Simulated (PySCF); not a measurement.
Rows and methods have been separated. Pair them.

C4H9BS.
InChI=1S/C4H9BS/c1-4-5-6(2)3/h1H,5H2,2-3H3

The closed-shell ground state was solved 7 times with PySCF (density fitting, gas phase), always in the def2-SVPD basis (199 functions), with these functionals: B3LYP, BHandHLYP, CAM-B3LYP, LC-wPBE, PBE, PBE0 and wB97X-D. Isolated species at its PBE0-D3(BJ)/def2-SVP geometry (one conformer only).

```json
{"row": "P", "total energy (Eh)": "-580.4621", "HOMO (eV)": "-8.39", "LUMO (eV)": "0.82", "dipole (D)": "4.73"}
{"row": "Q", "total energy (Eh)": "-580.5088", "HOMO (eV)": "-8.91", "LUMO (eV)": "1.73", "dipole (D)": "4.75"}
{"row": "R", "total energy (Eh)": "-580.3309", "HOMO (eV)": "-9.78", "LUMO (eV)": "1.76", "dipole (D)": "4.79"}
{"row": "S", "total energy (Eh)": "-580.2016", "HOMO (eV)": "-7.05", "LUMO (eV)": "0.19", "dipole (D)": "4.69"}
{"row": "T", "total energy (Eh)": "-580.1371", "HOMO (eV)": "-5.86", "LUMO (eV)": "-0.69", "dipole (D)": "4.59"}
{"row": "U", "total energy (Eh)": "-580.4480", "HOMO (eV)": "-8.11", "LUMO (eV)": "0.68", "dipole (D)": "4.76"}
{"row": "V", "total energy (Eh)": "-580.5990", "HOMO (eV)": "-6.83", "LUMO (eV)": "-0.07", "dipole (D)": "4.67"}
```

Q: Which functional belongs to which row?

A: P = CAM-B3LYP, Q = wB97X-D, R = LC-wPBE, S = PBE0, T = PBE, U = BHandHLYP, V = B3LYP. By rising HOMO–LUMO gap: PBE (GGA) 5.17 eV; B3LYP (global hybrid, 20 % exact exchange) 6.76 eV; PBE0 (global hybrid, 25 % exact exchange) 7.24 eV; BHandHLYP (global hybrid, 50 % exact exchange) 8.79 eV; CAM-B3LYP (range-separated hybrid) 9.21 eV; wB97X-D (range-separated hybrid) 10.64 eV; LC-wPBE (range-separated hybrid) 11.54 eV. Total energies of different functionals aren't bounds to one another; each is stationary for its own functional.

The values belong to the conformer `[CH:1]#[C:2][BH2-:3][S+:4]([CH3:5])[CH3:6]`: C2–B3–S4–C5 52°.

Note: wB97X-D ran without an empirical dispersion term, which enters the total energy and its gradient alone.
